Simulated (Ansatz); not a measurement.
`[OH][V]([F])([F])=[S]`. The species carries charge 0 and has multiplicity 1. The structure was optimised at the PBE0-D4/def2-TZVP level. It is one conformer, not always the lowest.

```xyz
6

O    -0.348   -0.670    1.146
V    -0.104    0.104   -0.386
F    -0.089   -1.081   -1.630
F    -1.364    1.239   -0.661
S     1.644    1.054   -0.359
H     0.261   -0.646    1.890
```

(1) What is the dipole moment at r2SCAN/def2-TZVPP? (An estimate is asked.)

(2) And with PBE, B3LYP, ωB97M-V? (Estimate.)

(3) Give the Mulliken charges with r2SCAN, PBE, B3LYP in def2-TZVPP. (An estimate is asked.)

## Answers

(1) Computed: 2.36 D, with components (0.83, -0.45, 2.16) D in this frame, pointing from negative to positive charge.

(2) Ansatz gave: PBE 2.30 D, B3LYP 2.48 D, ωB97M-V 2.47 D.

(3) Ansatz gave: 
```
atom  r2SCAN    PBE  B3LYP
  O1   -0.44  -0.38  -0.43
  V2    1.12   0.98   1.13
  F3   -0.33  -0.30  -0.35
  F4   -0.33  -0.30  -0.35
  S5   -0.25  -0.24  -0.23
  H6    0.24   0.23   0.23
```

B3LYP here is the variant with VWN-RPA as its local correlation; programs differ in this.
